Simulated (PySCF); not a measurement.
# C$_{6}$H$_{12}$FOP: full NMR table

* Formula: C6H12FOP
* SMILES: COC/P=C(\F)C(C)C
* Point group of the computed structure: C1
* Carbon signals: 5
* Proton signals: 4

Molfile (atoms numbered from 1):
```
C6H12FOP
     RDKit          3D

 21 20  0  0  0  0  0  0  0  0999 V2000
    3.6842    0.3882   -0.7280 C   0  0  0  0  0  0  0  0  0  0  0  0
    3.4176    0.7897    0.5810 O   0  0  0  0  0  0  0  0  0  0  0  0
    2.2045    0.3147    1.0752 C   0  0  0  0  0  0  0  0  0  0  0  0
    0.7357    1.2236    0.3113 P   0  0  0  0  0  0  0  0  0  0  0  0
   -0.4519    0.0328    0.3931 C   0  0  0  0  0  0  0  0  0  0  0  0
   -0.2314   -1.1984    0.8827 F   0  0  0  0  0  0  0  0  0  0  0  0
   -1.8735    0.2174   -0.0378 C   0  0  0  0  0  0  0  0  0  0  0  0
   -2.2318   -0.7711   -1.1493 C   0  0  0  0  0  0  0  0  0  0  0  0
   -2.8181    0.0921    1.1598 C   0  0  0  0  0  0  0  0  0  0  0  0
    2.9144    0.7488   -1.4396 H   0  0  0  0  0  0  0  0  0  0  0  0
    3.7366   -0.7152   -0.8173 H   0  0  0  0  0  0  0  0  0  0  0  0
    4.6545    0.8134   -1.0192 H   0  0  0  0  0  0  0  0  0  0  0  0
    2.0940   -0.7773    0.9325 H   0  0  0  0  0  0  0  0  0  0  0  0
    2.1973    0.5159    2.1582 H   0  0  0  0  0  0  0  0  0  0  0  0
   -1.9422    1.2432   -0.4373 H   0  0  0  0  0  0  0  0  0  0  0  0
   -1.5816   -0.6341   -2.0259 H   0  0  0  0  0  0  0  0  0  0  0  0
   -2.1207   -1.8081   -0.7983 H   0  0  0  0  0  0  0  0  0  0  0  0
   -3.2755   -0.6292   -1.4676 H   0  0  0  0  0  0  0  0  0  0  0  0
   -3.8607    0.2513    0.8457 H   0  0  0  0  0  0  0  0  0  0  0  0
   -2.5731    0.8332    1.9347 H   0  0  0  0  0  0  0  0  0  0  0  0
   -2.7463   -0.9101    1.6087 H   0  0  0  0  0  0  0  0  0  0  0  0
  1  2  1  0
  2  3  1  0
  3  4  1  0
  4  5  2  0
  5  6  1  0
  5  7  1  0
  7  8  1  0
  7  9  1  0
  1 10  1  0
  1 11  1  0
  1 12  1  0
  3 13  1  0
  3 14  1  0
  7 15  1  0
  8 16  1  0
  8 17  1  0
  8 18  1  0
  9 19  1  0
  9 20  1  0
  9 21  1  0
M  END
```

A single conformation, equivalent nuclei averaged, in vacuum, no relativistic terms. Shielding tensors at HF/pcSseg-1 (GIAO); PBE0-D3(BJ)/def2-SVP structure; PySCF 2.14.

References, each an isolated molecule treated in the same way: ¹H (σref 31.69) and ¹³C (σref 190.85) against TMS; ¹⁹F (σref 246.35) vs CFCl3; H3PO4 for ³¹P (σref 356.22); ¹⁷O (σref 333.31) vs H2O.

| carbon | δC, type | δH (multiplicity) | HMBC from (2–3 bonds) | span of the C tensor (ppm) |
| --- | --- | --- | --- | --- |
| C1 | 52.3, CH3 | 3.05 (s) | H13/H14 | 74 |
| C3 | 59.6, CH2 | 4.07 (m) | H10/H11/H12 | 77 |
| C5 | 240.9, C | – | H13/H14, H15, H16/H17/H18/H19/H20/H21 | 368 |
| C7 | 34.8, CH | 2.31 (m) | H16/H17/H18/H19/H20/H21 | 29 |
| C8/C9 | 21.5, CH3 | 1.20 (d) | H15, H16/H17/H18/H19/H20/H21 | 40 |

Other nuclei:
```json
{"atoms": "F6", "nucleus": "¹⁹F", "environment": "fluorine bonded to C", "δ (ppm)": "-24.0", "σ (ppm)": "270.3"}
{"atoms": "P4", "nucleus": "³¹P", "environment": "phosphorus bonded to 2 C", "δ (ppm)": "147.2", "σ (ppm)": "209.0"}
{"atoms": "O2", "nucleus": "¹⁷O", "environment": "ether oxygen", "δ (ppm)": "-26.1", "σ (ppm)": "359.4"}
```

- δC 240.9: carbon double-bonded to a heavier main-group atom.
- δC 59.6: sp3 CH2 bonded to O and P; deshielded by the electronegative neighbour.
- δC 52.3: methyl carbon bonded to O; deshielded by the electronegative neighbour.
- δC 21.5: methyl carbon; saturated and bonded to C and H only.
- δH 4.07: hydrogen on an sp3 CH2 bonded to O and P; its carbon carries O, hence the downfield position.

Splittings by ¹⁹F and ³¹P in the carbon and heteronuclear signals aren't shown, as no couplings were computed. Shifts are as computed. Against solution values, carbons near 30 ppm lie about -0 ppm off and those near 130 ppm about +7 ppm (rms about the fit 1.9 ppm; single classes can miss by 10 ppm). Of 1328 compounds with measured shifts, 309 miss one by over three times the rms of a fit or turn the order of signals round; such compounds aren't used in these exercises. Signals without a measured value on file couldn't be tested in this way. Unscaled 19F shifts against computed CFCl3 carry errors that often reach 10 to 50 ppm. Experimental scales use liquid or dissolved standards, which lie at an offset from isolated H2O (liquid H2O: subtract about 36 ppm) and H3PO4. No couplings were computed; multiplicities are counted from neighbouring protons, with m where these are inequivalent, close in shift, in a saturated or five-membered ring or joined by F or P, and br s for small geminal =CH2 splittings.
